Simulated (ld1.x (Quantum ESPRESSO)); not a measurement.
# Ranking TM potentials for phosphorus

All share these settings but for the change named:

phosphorus, norm-conserving Troullier–Martins (Kleinman–Bylander form), made with ld1.x (Quantum ESPRESSO) 7.5 (PBE, scalar-relativistic). Core [Ne], reference 3s2 3p3. Waves: 3p (bound): rc 1.45 bohr; 3d channel at 0.25 Ry: rc 1.40 bohr; 3s (bound): rc 1.45 bohr. Local part: the s channel. Core correction: a·sin(br)/r model core inside 1.05 bohr.

Test errors are all-electron minus pseudo excitation energies from the reference, over 3s2 3p2; 3s2 3p1; 3s2 3p0; 3s0 3p5; 3s2 3p3.3; 3s1 3p4; 3s2 3p2.5. None of these files shows a bound ghost.

The base gives 65.6 meV.

Of 10 variants that were run, those that failed, showed a ghost or another fault, or gave nearly equal values are left out.

A variant can come out equal or close to the base, since the largest error may sit in a test that the change hardly touches while other tests move.

Rank these variants by their largest absolute test error, smallest first.
A. wave 3p (bound): rc 1.45 bohr becomes 3p (bound): rc 1.72 bohr
B. wave 3p (bound): rc 1.45 bohr becomes 3p (bound): rc 1.12 bohr
C. wave 3p (bound): rc 1.45 bohr becomes 3p (bound): rc 0.94 bohr
D. wave 3p (bound): rc 1.45 bohr becomes 3p (bound): rc 2.22 bohr

B (52.7 meV), D (60.0 meV), A (76.8 meV), C (103.4 meV).
